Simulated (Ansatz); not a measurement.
Compare A (`[CH]1=[CH][GaH]1`) with its isomer B (`C#[C][GaH2]`).

Calculated with Ansatz (gas phase, PBE0-D4/def2-TZVP geometries, no zero-point term in ΔE). CCSD(T)/CBS is the MP2 limit (def2-TZVPP, def2-QZVPP) plus CCSD(T) − MP2 in def2-TZVPP, frozen cores. DFT in def2-TZVPP. B3LYP here is the variant with VWN-RPA as its local correlation; programs differ in this. For Ga outer-core shells are correlated without core-valence functions, which leaves a few kJ/mol of doubt a bond. Scalar relativity is left out up to krypton.

Task: Which isomer does CCSD(T)/CBS put lower? Give the gap. (Best estimate.)

Result: Ansatz gave: B, by 12.9 kcal/mol.

Task: Give E(B) − E(A) in kcal/mol with BLYP-D4, ωB97M-V, HF/def2-TZVPP, LDA (SPW92), PBE0-D4, r2SCAN-D4, B3LYP. (Estimate.)

Result: The calculation gave: BLYP-D4 -14.1, ωB97M-V -12.3, HF/def2-TZVPP -20.8, LDA (SPW92) -3.3, PBE0-D4 -8.3, r2SCAN-D4 -9.7, B3LYP -14.0. None reverses the order clearly.

Task: Does the order hold for the free energy at 298.15 K (harmonic terms from PBE0-D4)? (Estimate.)

Result: The calculation gave: Yes: G(B) − G(A) = -16.0 kcal/mol.

Largest T1 diagnostic: 0.014.

Leaving LDA and LC-ωPBE aside and taking each functional with its dispersion term where it has one, the values, not all of them listed here, spread over 6.7 kcal/mol, from BHLYP-D4 to PBE-D4. LDA lies +4.8 kcal/mol from PBE without D4. In def2-TZVPP, CCSD(T) changes the Hartree–Fock value by +7.2 kcal/mol (the triples alone add +1.1 kcal/mol) and MP2 by +7.3 kcal/mol.
